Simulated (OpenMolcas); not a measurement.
## Computed levels of Rh II

```json
{
 "Program": "OpenMolcas 26.06",
 "Method": "CASSCF",
 "Basis": "ANO-RCC-VTZP [7s6p4d2f1g]",
 "Scalar Hamiltonian": "DKH2, point nucleus",
 "Active space": "8 electrons in 5 orbitals (4d)",
 "State averaging": "2S+1 = 3 even, 10 roots; 2S+1 = 1 even, 15 roots",
 "Spin-orbit coupling": "RASSI with atomic mean-field integrals over the reference wave functions, term energies averaged over their components"
}
```

With spin-orbit coupling, above the lowest level:

| Configuration | Term | J | E (cm⁻¹) | Measured (cm⁻¹) | Term weight % | Second |
| --- | --- | --- | --- | --- | --- | --- |
| 4d⁸ | ³F | 4 | 0.0 | 0.0 | 100 |  |
| 4d⁸ | ³F | 3 | 2359 | 2401 | 100 |  |
| 4d⁸ | ³F | 2 | 3715 | 3581 | 96 | 4 ¹D |
| 4d⁸ | ¹D | 2 | 11806 | 11644 | 60 | 37 ³P |
| 4d⁸ | ³P | 1 | 15069 | 10515 | 100 |  |
| 4d⁸ | ³P | 2 | 15178 |  | 63 | 36 ¹D |
| 4d⁸ | ³P | 0 | 15364 | 10761 | 99 |  |
| 4d⁸ | ¹G | 4 | 18679 | 14855 | 100 |  |
| 4d⁸ | ¹S | 0 | 43955 |  | 99 |  |

Against the 6 measured excited levels shown (NIST Handbook of Basic Atomic Spectroscopic Data) the mean absolute deviation is 2200 cm-1; the largest miss in energy is 4d⁸ ³P₀: computed 15364, measured 10761 cm⁻¹ (+42.8 %).

Spin-orbit coupling puts the lowest level 1787 cm⁻¹ below the lowest spin-free term.

A least-squares Racah fit to the terms below 60000 cm-1, each weighted by 2L + 1 and with a free common offset, gives B = 847 cm-1 and C = 3326 cm-1 (C/B = 3.93), with an rms deviation of 11 cm-1.

For ³F the intervals divided by the larger J are -451.9, -589.8 cm-1. Landé's interval rule makes them equal in pure LS coupling; they differ by 26 % of their mean. The multiplet is inverted.

Configurations with an s electron lie low at this charge and mix in, so terms can be misplaced. Without dynamic correlation excited terms often stand tens of per cent too high (terms of higher spin than the ground term too low), and those without a measured partner can miss by more than the paired ones. Measured partners are found by configuration, term and J. A level has none where our copy of the source lacks it or the pairing is in doubt (some pairs that miss far off the trend of their configuration count as doubtful), and it then counts in no deviation. Only configurations of the active space appear.

The term weight is that of the spin-free term in the level, not the purity of its configuration.
